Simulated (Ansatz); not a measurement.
Energy needed to pull apart HSeS (SMILES [S][SeH]), doublet, into free ground-state atoms, from the structure below (displaced at random from a GFN2-xTB minimum); no zero-point or spin–orbit terms; open-shell atoms are treated unrestricted, in their ground-state multiplicity.

S1  (1.124, -0.957, 0.492)
Se2  (-0.611, -0.235, -0.369)
H3  (-0.487, 1.241, -0.138)
(Å)

Ansatz 0.2.0; basis: def2-TZVPP; cores frozen in the correlated methods; orbitals are unrestricted. Filled d shells of the heavier atoms are correlated. The def2 sets are not built for correlating such inner shells, so the correlated values are less sure here.

```tsv
method	atomization energy (kcal/mol)
PBE-D4	159.1
r2SCAN-D4	?
PBE0-D4	151.1
r2SCAN0-D4	147.4
LC-wPBE	141.3
wB97M-V	148.4
HF	81.8
MP2	141.0
CCSD	?
CCSD(T)	141.0
```

Q: What does CCSD give? (Judge from chemistry; the value comes from the calculation.)

A: Computed: 135.6 kcal/mol, which is about 5.4 kcal/mol less than CCSD(T)/def2-TZVPP.

Q: What does r2SCAN-D4 give? (An estimate is asked for; the value comes from the calculation.)

A: By the calculation: 154.0 kcal/mol, which is about 13.0 kcal/mol more than CCSD(T)/def2-TZVPP.

In triple zeta the MP2 and coupled-cluster atomization energies are still short of their basis limit by a few kcal/mol a bond, whereas those of the functionals are nearly converged, so these differences are not deviations from converged CCSD(T).

The T1 diagnostic stays at or below 0.022. ⟨S²⟩ of the unrestricted Hartree–Fock references: 0.77 (a pure state has 0.75).

For scale, one of the runs: CCSD(T)/def2-TZVPP forces, 104 basis functions (an equivalent command: `ansatz run in.yaml --threads 4`). Hardware: 4 CPU threads, shared host. Wall time 48 s; peak host memory 1.1 GiB.
